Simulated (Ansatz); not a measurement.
Total energies of ZrH₂Cl₂ from Ansatz at PBE0-D4/def2-TZVP, gas phase (1 Eh = 27.2114 eV = 2625.5 kJ/mol). The reference geometry is relaxed at PBE-D4/def2-TZVP.

```
                 state   geometry  energy (Eh)
      charge 0 singlet  reference   -968.48769
      charge 1 doublet  reference   -968.08574
free Zr atom (triplet)          –    -46.88229
 free H atom (doublet)          –     -0.50104
free Cl atom (doublet)          –   -459.99739
```

In the def2 sets Zr takes a core potential; there is no spin–orbit coupling.

Q: Work out the vertical ionisation energy to the doublet.

A: E(charge 1 doublet) − E(charge 0 singlet) = -968.08574 − (-968.48769) = 0.40195 Eh = 10.94 eV. For comparison, −ε of the highest occupied level is 8.84 eV at this level, 2.10 eV less.

Q: What is the binding energy per atom against free atoms?

A: Atoms: 1 × (-46.88229) + 2 × (-0.50104) + 2 × (-459.99739) = -967.87915 Eh. Binding: -967.87915 − (-968.48769) = 0.60854 Eh = 16.56 eV, or 3.31 eV for each of 5 atoms (no zero-point energy, no counterpoise term).
